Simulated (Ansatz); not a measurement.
Reaction (redistribution): `[CH3][Sn-]1[O]C(C(F)(F)F)=CC(C(F)(F)F)=[O+]1` + `[NH2][Ga]([F])[Cl]` → `[CH3][Sn][NH2]` + `FC(F)(F)C1=CC(C(F)(F)F)=[O+][Ga-]([F])([Cl])[O]1`

Calculated with Ansatz (gas phase, PBE0-D4/def2-TZVP geometries, no zero-point term in ΔE). CCSD(T)/CBS is the MP2 limit (def2-TZVPP, def2-QZVPP) plus CCSD(T) − MP2 in def2-TZVPP, frozen cores. DFT in def2-TZVPP. Elements past krypton have def2 core potentials. For Ga, Sn outer-core shells are correlated without core-valence functions, which leaves a few kJ/mol of doubt a bond. Scalar relativity is left out up to krypton. Each species was taken in one conformer, which may not be the lowest.

Is it downhill or uphill in electronic energy at CCSD(T)/CBS, and by how much? (Best estimate.)

Ansatz gave: Uphill: ΔE = +1.5 kcal/mol.

What do these levels give: r2SCAN0-D4, BLYP, PBE0, r2SCAN0, LC-ωPBE, HF/def2-SVP, CCSD/def2-SVP, MP2/def2-TZVPP, SCS-MP2/def2-TZVPP, CCSD/def2-TZVPP, MP2/CBS(def2), CCSD/CBS(def2)? (Best estimate.)

The calculation gave: r2SCAN0-D4 -1.3, BLYP 2.0, PBE0 -0.2, r2SCAN0 -1.3, LC-ωPBE 0.6, HF/def2-SVP -0.5, CCSD/def2-SVP -0.8, MP2/def2-TZVPP -0.3, SCS-MP2/def2-TZVPP -0.7, CCSD/def2-TZVPP -2.1, MP2/CBS(def2) 3.2, CCSD/CBS(def2) 1.4 kcal/mol.

Largest T1 diagnostic among the species: 0.016.

Leaving LDA and LC-ωPBE aside and taking each functional with its dispersion term where it has one, the values, not all of them listed here, spread over 3.2 kcal/mol, from r2SCAN0-D4 to BLYP-D4. LDA lies −1.3 kcal/mol from PBE without D4. At CCSD(T), def2-SVP lies −2.6 kcal/mol from the extrapolated value and def2-TZVPP −3.5 kcal/mol.
